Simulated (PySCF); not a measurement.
C5H7F3Se.
Atom-mapped SMILES: `[F:1][C:2]([F:3])([F:4])[CH2:5][C@@H:6]1[CH2:7][CH2:8][Se:9]1` (hydrogens: H10, H11 on C5; H12 on C6; H13, H14 on C7; H15, H16 on C8)

Method: PBE0-D3(BJ)/def2-SVP geometry optimisation, gas phase in PySCF; density fitting, grid level 1; the optimiser is geomeTRIC in internal coordinates, started from a GFN2-xTB structure.

Step 0: E = -78760.2112 eV
```
atom  x, y, z in Å  |  force x, y, z in eV/Å
F1      2.3239   -0.8340    1.2044   -0.161   0.194  -0.038
C2      2.0921   -0.5442   -0.0843    0.508  -0.159  -0.039
F3      1.5950   -1.6601   -0.6393   -0.184   0.175  -0.011
F4      3.2903   -0.3400   -0.6523   -0.210   0.149   0.003
C5      1.1775    0.6545   -0.2555   -0.044  -0.689   0.473
C6     -0.1407    0.4506    0.4668    0.135   0.385  -0.434
C7     -1.1251   -0.5555   -0.1361   -0.224   0.511   0.279
C8     -2.4148    0.2424    0.0476    0.210   0.158  -0.039
Se9    -1.4451    1.9601    0.2762    0.153  -0.448  -0.031
H10     1.0190    0.8009   -1.3263   -0.029   0.094  -0.238
H11     1.7002    1.5269    0.1455    0.184   0.170   0.034
H12     0.0287    0.2791    1.5326    0.058  -0.035   0.223
H13    -0.9140   -0.7080   -1.1949    0.091  -0.039  -0.313
H14    -1.1223   -1.5287    0.3550    0.022  -0.369   0.116
H15    -2.9472    0.0043    0.9663   -0.220  -0.086   0.278
H16    -3.1002    0.2421   -0.7958   -0.289  -0.009  -0.261
```

Step 1: E = -78760.2411 eV
```
atom  x, y, z in Å  |  force x, y, z in eV/Å
F1      2.3114   -0.7378    1.2754    0.108  -0.048  -0.103
C2      2.1163   -0.5488   -0.0390   -0.285   0.069   0.195
F3      1.5902   -1.6832   -0.5218    0.119  -0.011  -0.055
F4      3.3073   -0.3735   -0.6051    0.072  -0.049  -0.058
C5      1.2042    0.6289   -0.2728   -0.115   0.181   0.083
C6     -0.1384    0.4550    0.4084    0.139  -0.193  -0.023
C7     -1.1474   -0.5283   -0.2041    0.071  -0.050  -0.059
C8     -2.4356    0.2345    0.1040   -0.041  -0.039  -0.103
Se9    -1.4366    1.9335    0.2290   -0.055   0.110   0.091
H10     1.0735    0.7825   -1.3548    0.058  -0.058  -0.006
H11     1.7242    1.5151    0.1281   -0.016  -0.052  -0.041
H12     0.0207    0.2523    1.4802   -0.060   0.059  -0.034
H13    -0.9890   -0.5725   -1.2943   -0.014   0.000   0.040
H14    -1.0897   -1.5592    0.1810   -0.024   0.010   0.033
H15    -2.8835   -0.0378    1.0710    0.021   0.095   0.016
H16    -3.2102    0.2296   -0.6751    0.020  -0.026   0.024
```

Q: Estimate the geometry and energy of step 2. (The exact step hangs on the optimiser's Hessian estimate; all steps are aligned on step 1, rigid shifts and turns removed.)

A: E = -78760.2504 eV, largest force 0.166 eV/Å
```
atom  x, y, z in Å  |  force x, y, z in eV/Å
F1      2.3571   -0.7616    1.2584   -0.068   0.032  -0.050
C2      2.1237   -0.5467   -0.0443   -0.008  -0.081   0.092
F3      1.6207   -1.6831   -0.5454   -0.078   0.007   0.005
F4      3.3040   -0.3509   -0.6293    0.106   0.093  -0.087
C5      1.1979    0.6259   -0.2574   -0.056   0.014   0.063
C6     -0.1443    0.4482    0.4194    0.070  -0.096  -0.008
C7     -1.1528   -0.5361   -0.1912    0.015   0.028  -0.034
C8     -2.4400    0.2419    0.0895   -0.013  -0.038  -0.028
Se9    -1.4371    1.9380    0.2274    0.005   0.035   0.025
H10     1.0717    0.7746   -1.3403    0.022  -0.018  -0.010
H11     1.7153    1.5126    0.1406    0.009  -0.009  -0.009
H12     0.0018    0.2580    1.4937   -0.004   0.024   0.007
H13    -0.9846   -0.5957   -1.2779    0.002  -0.015   0.005
H14    -1.1096   -1.5614    0.2104   -0.014   0.013   0.024
H15    -2.9032   -0.0049    1.0555    0.008   0.020   0.004
H16    -3.2037    0.2316   -0.6991    0.004  -0.009   0.000
```

The energy changes by -0.0093 eV. The first-order estimate −F·Δx gives -0.0175 eV and the mean of the old and new forces, exact on a quadratic surface, -0.0090 eV. The step makes an angle of 75° with the force vector and moves no atom by more than 0.054 Å.

What follows is the cost of the whole optimisation. The run took about 6 min of CPU time (one thread, shared machine).
